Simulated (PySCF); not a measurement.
What does the PBE0-D3(BJ)/def2-SVP structure of cis-Zr(H2O)2F4, `[OH2]->[Zr](<-[OH2])([F])([F])([F])[F]` look like in three dimensions? (Singlet state.)

```
atom  x, y, z in Å
Zr1   -0.580   -0.033   -0.594
O2    -0.568   -0.005    1.763
H3    -0.949   -0.763    2.221
H4    -0.905    0.796    2.183
F5    -0.380   -0.044   -2.503
O6     1.774   -0.002   -0.556
H7     2.195    0.807   -0.873
H8     2.245   -0.752   -0.938
F9    -2.491   -0.035   -0.409
F10   -0.126    1.802   -0.140
F11   -0.117   -1.858   -0.124
```

Orientation and origin are arbitrary. Atoms count from 1 in this order. The 4 F–Zr bonds span 1.919 Å (Zr1–F5) to 1.944 Å (Zr1–F10), a spread of 0.025 Å. O2 (oxygen bonded to Zr and 2 H) is pyramidal (angles 117.6°, 116.3° and 107.9°, sum 341.9°, 0.30 Å off the plane of its three neighbours). Zr1 (zirconium bonded to 4 F and 2 O) has the three widest angles are 173.7°, 173.5° and 140.8°, the others run from 75.5° to 102.3°.

Bonds between heavy atoms (Å): Zr1–O2 2.357, Zr1–F5 1.919, Zr1–O6 2.355, Zr1–F9 1.920, Zr1–F10 1.944, Zr1–F11 1.940.

Level of theory: PBE0-D3(BJ)/def2-SVP geometry optimisation, gas phase, def2 core potentials past Kr in PySCF.

Point group: near C2v, missed by 0.10 Å at most; the miss may be what the optimiser left on a soft mode (Cs holds within 0.08 Å). No frequency check.
